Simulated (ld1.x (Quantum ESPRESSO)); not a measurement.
## What the settings do to the TM semilocal potential of europium (Eu)

Base potential:

ld1.x (Quantum ESPRESSO) 7.5 input, shortened:

```
&input
   title='Eu', zed=63., rel=1, dft='PBESOL', iswitch=3,
   config='[Xe] 4f6 5d1 6s2 6p0'
 /
 &inputp
   pseudotype=1, tm=.true., lloc=3,
   nlcc=.true., rcore=0.75
 /
4
5S  1  0   2.00   0.00  2.40  2.40  0.0
5P  2  1   6.00   0.00  2.45  2.45  0.0
5D  3  2   1.00   0.00  2.10  2.10  0.0
4F  4  3   6.00   0.00  1.55  1.55  0.0
 &test
   configts(1)='4f6 5s2 5p6 5d1 6s2 6p0'
 /
```

Occupied shells without a wave of their own: 6s. They enter only through the test configuration that unscreens the potential, and ld1.x also counts them in the model core charge.

Cutoffs, loose and tight: the cutoffs (Ry, on a coarse ladder) from which the occupation-weighted sum of valence levels, in a spherical-Bessel basis at the reference potential, stays within 10 and 1 mRy of its value at 400 Ry. They do not see the model core or the augmentation charge, which bear on the density cutoff. Test errors are all-electron minus pseudo excitation energies from the reference, over the configurations 4f7 5s2 5p6 5d0 6s2 6p0; 4f7 5s2 5p6 5d0 6s1 6p0; 4f7 5s2 5p6 5d0 6s0 6p0; 4f7 5s2 5p6 5d1 6s1 6p0; 4f7 5s2 5p6 5d1 6s0 6p0; 4f6 5s2 5p6 5d1 6s1 6p0; 4f6 5s2 5p6 5d0 6s2 6p0. A dash means not determined; rows that change the core or the reference have their own tests. The largest error is taken over the tests solved by every variant that gives reliable tests at all: 4f6 5s2 5p6 5d0 6s2 6p0; 4f6 5s2 5p6 5d1 6s1 6p0; 4f7 5s2 5p6 5d0 6s0 6p0; 4f7 5s2 5p6 5d0 6s1 6p0; 4f7 5s2 5p6 5d1 6s0 6p0; 4f7 5s2 5p6 5d1 6s1 6p0.

With those shells counted twice in exchange and correlation these files are broken, and their errors move erratically; no question is asked of them.

Cutoffs are not given where the Bessel-basis levels miss the radial ones by over 6 mRy, ghosts where they miss by over 20 mRy; a channel whose overlap is not positive is not tested.

A semilocal file is local in each channel, so a ghost entry of none says nothing of the separable form that plane-wave codes build from it.

| change | outcome | bound ghosts | largest test error (meV) |
| --- | --- | --- | --- |
| base | generated, misses its reference levels by 1.56 eV | not determined | -5214 |
| core correction none | generated, misses its reference levels by 1.53 eV | not determined | -4357 |
| core correction a·sin(br)/r model core inside 0.66 bohr | generated, misses its reference levels by 1.56 eV | not determined | -5215 |
| core correction a·sin(br)/r model core inside 0.74 bohr | generated, misses its reference levels by 1.56 eV | not determined | -5214 |
| core correction a·sin(br)/r model core inside 0.92 bohr | generated, misses its reference levels by 1.56 eV | not determined | -5209 |
| core correction a·sin(br)/r model core inside 1.10 bohr | generated, misses its reference levels by 1.56 eV | not determined | -5193 |
| core correction a·sin(br)/r model core inside 1.26 bohr | generated, misses its reference levels by 1.56 eV | not determined | -5177 |
| core correction a·sin(br)/r model core inside 1.42 bohr | generated, misses its reference levels by 1.56 eV | not determined | -5162 |
| core correction a·sin(br)/r model core inside 1.54 bohr | generated, misses its reference levels by 1.56 eV | not determined | -5157 |
| core correction a·sin(br)/r model core inside 1.68 bohr | generated, misses its reference levels by 1.56 eV | not determined | -5155 |
| core correction full core density, not smoothed (it rises at the typed radius of 1.90 bohr, so ld1.x skipped the fit) | generated, misses its reference levels by 1.56 eV | not determined | -5215 |
